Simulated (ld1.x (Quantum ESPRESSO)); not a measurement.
## Br: excitation energies, all-electron against ultrasoft

```json
{
 "Element": "Br",
 "Generator": "ld1.x (Quantum ESPRESSO) 7.5",
 "Type": "ultrasoft",
 "Functional": "BP86",
 "Relativity": "scalar-relativistic",
 "Frozen core": "[Ar] 3d10",
 "Valence charge": "7",
 "Reference configuration": "4s1.75 4p5.25",
 "Partial waves": "4s (bound): rcut 1.40, rcutus 1.55 bohr; 4s channel at 0.05 Ry: rcut 1.40, rcutus 1.55 bohr; 4p (bound): rcut 1.20, rcutus 1.55 bohr; 4p channel at -0.05 Ry: rcut 1.20, rcutus 1.55 bohr; 4d channel at 0.05 Ry: rcut 1.35, rcutus 1.60 bohr",
 "Local potential": "all-electron potential smoothed inside 1.20 bohr (lloc = -2)",
 "Core correction": "a·sin(br)/r model core, default radius (core density twice the valence density)",
 "Augmentation charge": "PSQ, inside the norm-conserving radii"
}
```

Energies are relative to the spin-unpolarised reference configuration 4s1.75 4p5.25; without spin polarisation the order of configurations can differ from experiment.

```
valence configuration  charge  ΔE all-electron (eV)  error AE − PS (meV)
              4s2 4p5       0                -3.080                 -0.1
              4s2 4p4      +1                 9.582                 -4.0
              4s2 4p3      +2                32.463                  -23
            4s2 4p5.3    -0.3                -5.075                 +0.1
              4s2 4p2      +3                66.592                  -81
              4s2 4p1      +4               112.796                 -217
```

(1) What are ΔE and the potential's error for 4s2 4p4.5?

Levels in the configuration 4s2 4p1:

| level | all-electron (eV) | pseudo (eV) |
| --- | --- | --- |
| 4s | -67.540 | -67.740 |
| 4p | -52.484 | -52.669 |

Results:

(1) ΔE = 2.048 eV all-electron; the error (AE − PS) is -1.1 meV.
